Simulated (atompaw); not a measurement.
What one change does to a pseudopotential (hafnium (Hf), PAW (atompaw))

atompaw 4.2.0.5 input, output lines left out:

```
Hf 72
GGA-PBE scalarrelativistic loggrid 2001 logderivrange -5 5 251
6 6 5 4 0 0
6 0 1
6 1 0
5 2 2
0 0 0
c
c
c
c
c
v
c
c
c
v
v
c
c
v
c
2
2.45 2.15 2.05 1.50
y
1.15
n
n
y
2.45
n
custom polynom vanderbiltortho sinc
bessel
2.35
2.45
2.00
2.45
2.45
2.10
```

Change: local potential bessel scheme, radius 1.10 bohr.

Cutoffs: the cutoffs (Ry, on a coarse ladder) from which the occupation-weighted sum of valence levels, in a spherical-Bessel basis at the reference potential, stays within 10 and 1 mRy of its value at 400 Ry; they do not see the model core or the augmentation charge, which bear on the density cutoff.

What does the change do?

The potential gets neither clearly harder nor softer (21 Ry and 35 Ry → 21 Ry and 35 Ry); the bound ghosts move from s to d, s; the range in which the s phases agree widens (upper end -0.6 → 4.5); the range in which the p phases agree narrows (upper end at the end of the scan → 0.6). A state that the projectors do not describe sees the local part alone, so a deeper or shallower local part can create or remove a ghost.

| quantity | base | changed |
| --- | --- | --- |
| cutoff, loose | 21 Ry | 21 Ry |
| cutoff, tight | 35 Ry | 35 Ry |
| loose cutoff by channel (10 mRy a level) | s 6 Ry, p 15 Ry, d 12 Ry | s 8 Ry, p 15 Ry, d 21 Ry |
| bound ghosts | s | s, d |
| s: phases at 2.46 bohr within 0.05 rad from the reference energy up to (Ry; the scan ends near 5) | -0.6 | 4.5 |
| p: phases at 2.46 bohr within 0.05 rad from the reference energy up to (Ry; the scan ends near 5) | to the end of the scan | 0.6 |
| d: phases at 2.46 bohr within 0.05 rad from the reference energy up to (Ry; the scan ends near 5) | to the end of the scan | n/a |
| lowest overlap eigenvalue by channel | s 0.17, p 0.66, d 1.00 | s 0.10, p 0.67, d 1.00 |

 A true bound ghost makes a file unfit for plane-wave use even where its test errors are small: the radial tests pick states by their node count and pass the ghost by. The cutoffs see the waves, projectors and local potential, not the compensation charge or the core.
